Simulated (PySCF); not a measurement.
**Computed properties of Mo(NH)2(Cl)(NH2) (ClH4MoN3), SMILES [NH]=[Mo](=[NH])([NH2])[Cl], multiplicity 1**

Mo(NH)2(Cl)(NH2) (ClH4MoN3), SMILES [NH]=[Mo](=[NH])([NH2])[Cl], multiplicity 1. Geometry: r2SCAN-D4/def2-SVP. The spin state was assumed, not searched. The def2 effective core potentials stand for the cores of Mo; spin–orbit coupling is left out. Other conformers were not sampled. All values are computed for the isolated molecule unless a solvent is named; none is compared with measurement here.

**Structure.** The optimised structure has Cs symmetry. All 21 harmonic modes at r2SCAN-D4/def2-SVP (PySCF) are real, so it is a minimum. With heavy atoms numbered as in [Mo:1](=[NH:2])(=[NH:4])([Cl:6])[NH2:7], the shortest bond between them is Mo1–N2 at 1.734 Å and the longest Mo1–Cl6 at 2.316 Å.

**Vibrations.** The strongest infrared lines (harmonic, unscaled, degenerate partners summed) lie at 325 cm⁻¹ (171 km/mol, H 82 %, N 17 %), 3590 cm⁻¹ (164 km/mol, H 92 %), 731 cm⁻¹ (141 km/mol, N 61 %, H 23 %, Mo 16 %). The softest mode is at 154 cm⁻¹ and the zero-point energy is 34.2 kcal/mol.

**Electronic structure.** r2SCAN/def2-TZVP (PySCF) places the frontier levels at -6.67 and -2.42 eV, a gap of 4.25 eV, and gives a dipole moment of 3.71 D and a mean polarisability of 77.0 bohr³. PBE/def2-TZVP (PySCF) at the same geometry gives -6.39 and -2.45 eV, so its gap is 0.31 eV narrower. An orbital gap is neither the optical nor the fundamental gap.

**Excitations.** TDA-B3LYP/def2-SVPD (PySCF) has S1 at 4.34 eV (286 nm, f = 0.002, dark); the most intense of the 10 singlets computed lies at 4.53 eV (f = 0.02). T1 (TDA) is at 3.69 eV, 0.65 eV under S1. TDA-PBE/def2-SVPD (PySCF) puts S1 at 4.14 eV. No vertical singlet excitation falls in the visible range (under 3.1 eV).
